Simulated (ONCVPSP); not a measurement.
Transferability test, ONCV potential for Zr (Z = 40)

Zr, optimised norm-conserving Vanderbilt (ONCV), made with ONCVPSP 4.0.1 (PBE, scalar-relativistic). Core [Ar] 3d10, reference 4s2 4p6 4d2 5s1.5 (charge +0.5). Waves: 4s+5s: rc 1.75 bohr, ncon 4, nbas 8, qcut 8.5 1/bohr, 2 projectors; 4p: rc 1.35 bohr, ncon 3, nbas 7, qcut 6.7 1/bohr, 2 projectors, debl 1.7 Ha; 4d: rc 2.95 bohr, ncon 4, nbas 7, qcut 5.1 1/bohr, 2 projectors, debl 2.2 Ha. Local part: polynomial inside 1.35 bohr (lpopt 2, dvloc0 4 Ha). Core correction: Teter function, fcfact 5.5, rcfact 1.15.

Energies are relative to the spin-unpolarised reference configuration 4s2 4p6 4d2 5s1.5; without spin polarisation the order of configurations can differ from experiment.

```csv
valence configuration,charge,ΔE all-electron (eV),error AE − PS (meV)
4s2 4p6 4d2 5s2,0,-2.880,+0.5
4s2 4p6 4d2 5s0,+2,17.198,-6.3
4s2 4p6 4d2 5s0 5p2,0,3.334,-1.0
```

(1) What are ΔE and the potential's error for 4s2 4p6 4d2 5s1?

Answers

(1) ΔE = 4.258 eV all-electron; the error (AE − PS) is -0.7 meV.
